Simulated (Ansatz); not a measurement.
Calculated with Ansatz (gas phase, PBE0-D4/def2-TZVP geometries, no zero-point term in ΔE). CCSD(T)/CBS adds triple-zeta CCSD(T) − MP2 to the extrapolated MP2 energy (def2 sets, frozen cores). Functionals use def2-TZVPP. For Ga, Ge outer-core shells are correlated without core-valence functions, which leaves a few kJ/mol of doubt a bond. Scalar relativity is left out up to krypton. One conformer a species, not always the lowest.

Consider the formal exchange of groups at a Ge–C bond: `[GeH3][CH]1[CH2][GaH]1` + `C=CN=C` → `C=N[C](=C)[GeH3]` + `[CH2]1[CH2][GaH]1`.

Question: Is it downhill or uphill in electronic energy at CCSD(T)/CBS, and by how much? (An estimate is asked.)

Answer: The calculation gave: Uphill: ΔE = +64.0 kJ/mol.

Question: What do these levels give: ωB97X-V, B2PLYP, CCSD(T)/def2-TZVPP, HF/CBS(def2), MP2/CBS(def2), CCSD/CBS(def2)? (Estimate.)

Answer: The calculation gave: ωB97X-V 42.3, B2PLYP 66.4, CCSD(T)/def2-TZVPP 55.8, HF/CBS(def2) 56.4, MP2/CBS(def2) 49.6, CCSD/CBS(def2) 59.2 kJ/mol.

Largest T1 diagnostic among the species: 0.016.

The D4 term adds +3.3 kJ/mol with B3LYP and +1.5 kJ/mol with PBE0; it sums over pairs of atoms, weighted by their polarisabilities, and B3LYP, whose exchange is more repulsive, gets the larger term. From PBE to PBE0 (25 % exact exchange), in def2-TZVPP and without D4, ΔE moves by −13.4 kJ/mol.

B3LYP here is the variant with VWN-RPA as its local correlation; programs differ in this.
